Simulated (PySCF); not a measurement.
Simulated outer-valence photoelectron spectrum of `C=CB(N)O`. Method: EOM-IP-CCSD/aug-cc-pVDZ in PySCF, restricted Hartree–Fock reference, 5 core orbitals frozen, non-relativistic, gas phase, PBE0-D3(BJ)/def2-SVP geometry.

Each root has a Gaussian of 0.5 eV full width with its one-hole share as area; cross sections and vibrations are left out, and the highest printed point is 100.

```csv
ionisation energy (eV),intensity
9.2,2
9.4,14
9.6,47
9.8,65
10.0,46
10.2,48
10.4,65
10.6,43
10.8,12
11.0,8
11.2,33
11.4,63
11.6,50
11.8,16
12.0,2
12.2,1
12.4,12
12.6,47
12.8,91
13.0,100
13.2,67
13.4,38
13.6,53
13.8,63
14.0,33
14.2,7
14.4,1
14.6,7
14.8,32
15.0,62
15.2,49
15.4,16
15.6,2
15.8,0
16.0,0
16.2,2
16.4,14
16.6,46
16.8,63
17.0,36
17.2,9
17.4,1
```

Where are the maxima, and how many lines lie under the curve?

7 maxima, at 9.8, 10.4, 11.4, 12.9, 13.8, 15.1 and 16.8 eV, from 8 lines. At this width some lines have no maximum of their own.

List the lines with their holes.

```csv
E (eV),leading hole (HF orbital),area,Koopmans (eV)
9.77,HOMO,0.96,9.82
10.41,HOMO-1,0.95,11.54
11.45,HOMO-2,0.95,12.59
12.80,HOMO-3,0.95,14.43
13.08,HOMO-4,0.94,14.68
13.75,HOMO-5,0.95,15.28
15.05,HOMO-6,0.93,16.54
16.77,HOMO-7,0.94,18.33
```

The widest gap, 1.72 eV, lies between 15.05 and 16.77 eV. Only orbitals with −ε under 21 eV, eight at most, were ionised, so the high end of the curve may lack lines.

The values belong to the conformer `[CH2:1]=[CH:2][B:3]([NH2:4])[OH:5]`: C1–C2–B3–N4 179°, H–N4–B3–C2 180°, H–N4–B3–C2 0°, H–O5–B3–C2 180°.
